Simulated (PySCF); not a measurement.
SMILES O=C1C[CH]CC1 (C5H7O), doublet at its PBE0/def2-SVP optimised geometry (Å):

```
13

O     -1.4768    -2.1121     0.0063
C     -0.7784    -1.1347     0.0000
C      0.7491    -1.1347     0.0000
C      1.1243     0.2909    -0.1706
C     -0.0666     1.1709    -0.3901
C     -1.2696     0.3081     0.0000
H      1.1115    -1.8103    -0.8003
H      1.1107    -1.5945     0.9415
H      2.1537     0.6480    -0.2364
H     -0.1367     1.4824    -1.4528
H     -0.0068     2.1121     0.1830
H     -1.6064     0.5239     1.0292
H     -2.1537     0.4086    -0.6456
```

Calculation: PySCF with unrestricted PBE0/def2-TZVP.

Map of the deformation density (molecule minus spherical neutral atoms) (e/bohr³) on the plane z = 1.0 Å:

```
|1111111111111111111111111111111|
|1111111111111111111111111111111|
|1111111111111111111111111111111|
|1111111111111111111111111111111|
|1111111111111111111111111111111|
|1111111111111111111111111111111|
|1111111111111111111111111111111|
|1111111111111110111111111111111|
|1111111111111100111111111111111|
|1111111111111111111111111111111|
|1111111111100000111111111111111|
|1111111111110000011111111111111|
|1111111112321000011111111111111|
|1111111115941000011111111111111|
|1111111114741000001111111111111|
|1111111112221000001111111111111|
|1111111101110000000111111111111|
|1111111100000000000101111111111|
|1111111110000000011111111111111|
|1111111111000000124311111111111|
|1111111111110000136710111111111|
|1111111111111000113310111111111|
|1111111111111100011000111111111|
|1111111111111111110011111111111|
|1111111111111111111111111111111|
|1111111111111111111111111111111|
|1111111111111111111111111111111|
|1111111111111111111111111111111|
|1111111111111111111111111111111|
|1111111111111111111111111111111|
|1111111111111111111111111111111|
```
Scale: ten equal steps from -0.014 (start of '0') to 0.079 (end of '9'), in the order '0123456789'; x runs from -4.50 to 4.50, y from -4.50 (bottom) to 4.50 (top).
